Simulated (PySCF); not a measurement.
Compound: C5H10N2Si.
Structure used (GFN2-xTB), in Å, numbered top down from 1:
```
atom  x, y, z in Å
C1     3.1662    1.9263   -1.5505
C2     2.2323    1.0688   -0.8532
C3     1.4502    0.3670   -0.2645
Si4    0.3028   -0.7897    0.6099
N5    -0.8964    0.1474    1.4189
C6    -2.2182   -0.3987    1.2113
C7    -2.1923   -1.0371   -0.1768
N8    -0.8828   -1.6345   -0.3139
H9     3.3922    2.8032   -0.9438
H10    2.7391    2.2529   -2.4986
H11    4.0915    1.3847   -1.7471
H12    1.0580   -1.7891    1.3744
H13   -0.7620    0.5658    2.3234
H14   -2.4678   -1.1618    1.9629
H15   -2.9726    0.3935    1.2639
H16   -2.9729   -1.8000   -0.2720
H17   -2.3707   -0.2660   -0.9397
H18   -0.7055   -2.0263   -1.2229
```

NICS is the negative of the GIAO shielding at a point without a nucleus: at the ring centre (0) and 1 Å above and below it (1); zz is the component along the ring normal. Level: GIAO PBE0/pcSseg-1 (PySCF, non-relativistic, gas phase) on the GFN2-xTB geometry, one conformer.

Ring bond lengths (Å), with Mayer bond orders in brackets: Si4–N5 1.724 (0.99), N5–C6 1.445 (0.97), C6–C7 1.528 (1.04), C7–N8 1.446 (0.97), N8–Si4 1.724 (1.00).

What do the NICS probes read (ppm)?

```json
{"ring": "Si4–N5–C6–C7–N8", "type": "5-membered ring with 2 N and Si; formal bonds all single", "NICS(0)": "-8.0", "NICS(1), two faces": "-2.9 / -3.0", "NICS(1)zz, two faces": "-3.2 / -4.3", "rms pucker (Å)": "0.15", "centre to ring atoms, mean (Å)": "1.32"}
```

What do they say, and how far can they be read as aromaticity?

- Si4–N5–C6–C7–N8: mean NICS(1)zz -3.7 ppm, shielded. Si4, C6, C7 have four or more neighbours, so the value isn't read as a sign of a π ring current.

At the first NICS(1) probe listed for ring Si4–N5–C6–C7–N8, 1 Å off the ring, how large is the induced field along the normal in 9.4 T applied along it?

NICSzz × B0 = -3.2 ppm × 9.4 T = -30 μT, against the applied field.

List the ring angles and the Hirshfeld charges of the ring atoms.

- Si4–N5–C6–C7–N8: Si4 92.3° (+0.415 e), N5 111.3° (-0.252 e), C6 105.8° (-0.026 e), C7 105.9° (-0.026 e), N8 111.7° (-0.254 e); sum 527.0° against 540° for a flat convex ring.
